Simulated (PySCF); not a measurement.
Magnetic shielding above rings: a mixed set.

NICS = −σ at a ghost point: NICS(0) at the centroid of the ring atoms, NICS(1) 1 Å to either side along the normal of their mean plane, zz for the tensor component along that normal. Level: GIAO PBE0/pcSseg-1 (PySCF, non-relativistic, gas phase) on the GFN2-xTB geometries, one conformer each. Atom numbers follow the mapped SMILES.

Task: Order these rings by mean NICS(1)zz, lowest (most negative) first (ppm).
A. ring C3–P4–C5–C7–S8 in `[N:1]#[C:2][c:3]1[p:4][c:5]([F:6])[cH:7][s:8]1`
B. ring C2–C3–C4–C5–C6–C7 in `[SiH3:1][c:2]1[cH:3][cH:4][cH:5][cH:6][cH:7]1`
C. ring C3–C4–C5–C6–C9 in `[CH3:1][O:2][C@@H:3]1[CH2:4][CH:5]=[C:6]([SiH2:7][SiH3:8])[CH2:9]1`
D. ring C8–N9–C10–C11–N12 in `[F:1][C:2]([F:3])([F:4])[c:5]1[cH:6][cH:7][c:8]2[n:9][cH:10][cH:11][n:12]2[cH:13]1`
E. ring C5–O6–C7–C8–Si10 in `[NH2:1][C:2](=[O:3])[CH2:4][C@H:5]1[O:6][CH2:7][C:8](=[O:9])[SiH2:10]1`
F. ring P3–C5–C6–P7–C8–C9 in `[CH3:1][NH:2][P+:3]1([CH3:4])[CH2:5][CH2:6][PH:7][CH2:8][CH2:9]1` (charge +1)
G. ring C2–C3–P5 in `[CH3:1][C:2]1=[C:3]([SiH3:4])[PH:5]1`

Result: D (-38.3), B (-29.0), A (-23.3), G (-17.9), C (-2.1), E (-0.9), F (3.9).

```json
{"SMILES": "FC(F)(F)c1ccc2nccn2c1", "ring": "5-membered ring with 2 N; formal bonds all aromatic", "NICS(0)": "-15.6", "NICS(1)": "-14.2", "NICS(1)zz": "-38.3", "HOMA": "0.87", "rms pucker (Å)": "0.00", "ring atoms with four or more neighbours": "0"}
{"SMILES": "[SiH3]c1ccccc1", "ring": "6-membered carbocycle; formal bonds all aromatic", "NICS(0)": "-7.9", "NICS(1)": "-11.3", "NICS(1)zz": "-29.0", "HOMA": "1.00", "rms pucker (Å)": "0.00", "ring atoms with four or more neighbours": "0"}
{"SMILES": "N#Cc1pc(F)cs1", "ring": "5-membered ring with P and S; formal bonds all aromatic", "NICS(0)": "-13.2", "NICS(1)": "-11.1", "NICS(1)zz": "-23.3", "HOMA": "0.72", "rms pucker (Å)": "0.00", "ring atoms with four or more neighbours": "0"}
{"SMILES": "CC1=C([SiH3])P1", "ring": "3-membered ring with P; formal bonds 1 double, 2 single", "NICS(0)": "-27.6", "NICS(1)": "-8.7", "NICS(1)zz": "-17.9", "HOMA": "-1.48", "rms pucker (Å)": "0.00", "ring atoms with four or more neighbours": "0"}
{"SMILES": "CO[C@@H]1CC=C([SiH2][SiH3])C1", "ring": "5-membered carbocycle; formal bonds 1 double, 4 single", "NICS(0)": "-0.8", "NICS(1)": "-2.9", "NICS(1)zz": "-2.1", "HOMA": "–", "rms pucker (Å)": "0.00", "ring atoms with four or more neighbours": "3"}
{"SMILES": "NC(=O)C[C@H]1OCC(=O)[SiH2]1", "ring": "5-membered ring with O and Si; formal bonds all single", "NICS(0)": "3.5", "NICS(1)": "-0.8", "NICS(1)zz": "-0.9", "HOMA": "–", "rms pucker (Å)": "0.17", "ring atoms with four or more neighbours": "3"}
{"SMILES": "CN[P+]1(C)CCPCC1", "ring": "6-membered ring with 2 P; formal bonds all single", "NICS(0)": "-3.8", "NICS(1)": "-2.8", "NICS(1)zz": "3.9", "HOMA": "–", "rms pucker (Å)": "0.31", "ring atoms with four or more neighbours": "5"}
```

NICS(0) gives another order. The isotropic NICS(1) gives another order. Over the 4 rings with a HOMA value its correlation coefficient with NICS(1)zz is -0.73. HOMA uses Krygowski's 1993 parameters; it is left out where a ring has a four-coordinate atom, a triple bond, no multiple bond or a kind of bond without parameters. NICS(1) and NICS(1)zz are means over the two faces.
